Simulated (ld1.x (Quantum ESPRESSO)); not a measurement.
Before and after: TM potential for Tm (Z = 69)

| Quantity | Value |
| --- | --- |
| Element | Tm |
| Generator | ld1.x (Quantum ESPRESSO) 7.5 |
| Type | norm-conserving Troullier–Martins (Kleinman–Bylander form) |
| Functional | PBE |
| Relativity | fully relativistic |
| Frozen core | [Xe] 4f12 |
| Valence charge | 3 |
| Reference configuration | 5d1 6s2 6p0 |
| Partial waves | 6s (bound): rc 2.60 bohr; 6p (bound, empty): rc 3.40 bohr; 5d (bound): rc 1.85 bohr |
| Local potential | all-electron potential smoothed inside 1.55 bohr (lloc = -2) |
| Core correction | none |

Open shells are filled in proportion to 2j + 1 (rel_dist='average').

All-electron outer shells of the reference configuration (PBE, scalar-relativistic, ld1.x):

| shell | level (eV) | outermost node (bohr) | outermost maximum (bohr) |
| --- | --- | --- | --- |
| 5p | -30.39 | 0.63 | 1.24 |
| 4f | -9.57 | – | 0.49 |
| 6s | -4.49 | 1.46 | 3.17 |
| 5d | -1.97 | 0.71 | 1.87 |
| 6p | -1.34 | 1.78 | 4.39 |

Change: wave 6s (bound): rc 2.60 bohr becomes 6s (bound): rc 1.92 bohr.

Cutoffs: the cutoffs (Ry, on a coarse ladder) from which the occupation-weighted sum of valence levels, in a spherical-Bessel basis at the reference potential, stays within 10 and 1 mRy of its value at 400 Ry; they do not see the model core or the augmentation charge, which bear on the density cutoff. Errors are all-electron minus pseudo energies relative to the spin-unpolarised reference configuration.

**Question.** Predict the effect on cutoff, ghosts and configuration errors.

**Answer.** The potential gets harder (18 Ry and 25 Ry → 60 Ry and 70 Ry); both files keep a bound ghost (p, s); of the 7 tests that both files solve, the error grows in 7 and shrinks in 0 by more than 15 % and 0.3 meV (median size 44.1 → 125.9 meV). A smaller radius makes the pseudo-wave follow the all-electron one further in, where it bends more sharply, so more plane waves are needed. That the errors move this way runs against the usual rule that smaller radii transfer better.

| quantity | base | changed |
| --- | --- | --- |
| cutoff, loose | 18 Ry | 60 Ry |
| cutoff, tight | 25 Ry | 70 Ry |
| loose cutoff by channel (10 mRy a level) | s 6 Ry, d 18 Ry | s 55 Ry, d 18 Ry |
| bound ghosts | s, p3/2, p1/2 | s, p3/2, p1/2 |
| error for 5d1 6s1 6p0, meV [ΔE 7.15 eV] | +2.5 | +19 |
| error for 5d1 6s0 6p0, meV [ΔE 20.08 eV] | +203 | +389 |
| error for 5d1 6s1.5 6p0, meV [ΔE 2.89 eV] | -0.5 | +2.7 |
| error for 5d1 6s1 6p1, meV [ΔE 3.23 eV] | +2.5 | +20 |
| error for 5d2 6s1 6p0, meV [ΔE 2.64 eV] | +44 | +126 |
| error for 5d0 6s2 6p1, meV [ΔE 1.19 eV] | +146 | +263 |
| error for 5d2 6s0 6p0, meV [ΔE 9.25 eV] | +161 | +503 |
| s: phases at 3.71 bohr within 0.05 rad from the reference energy up to (Ry; the scan ends near 5) | 1.4 | 1.7 |
| p1/2: phases at 3.71 bohr within 0.05 rad from the reference energy up to (Ry; the scan ends near 5) | 2.4 | 2.4 |
| p3/2: phases at 3.71 bohr within 0.05 rad from the reference energy up to (Ry; the scan ends near 5) | 2.0 | 2.0 |
| d3/2: phases at 3.71 bohr within 0.05 rad from the reference energy up to (Ry; the scan ends near 5) | 4.7 | 4.7 |
| d5/2: phases at 3.71 bohr within 0.05 rad from the reference energy up to (Ry; the scan ends near 5) | 4.7 | 4.7 |

Base: These tests converged, but a pseudo level misses the all-electron one widely, so the file describes the atom poorly there or has found another state: 5d1 6s0 6p0: empty 6p by 3.4 eV. Changed file: These tests converged, but a pseudo level misses the all-electron one widely, so the file describes the atom poorly there or has found another state: 5d1 6s0 6p0: empty 6p by 3.2 eV. A true bound ghost makes a file unfit for plane-wave use even where its test errors are small: the radial tests pick states by their node count and pass the ghost by.
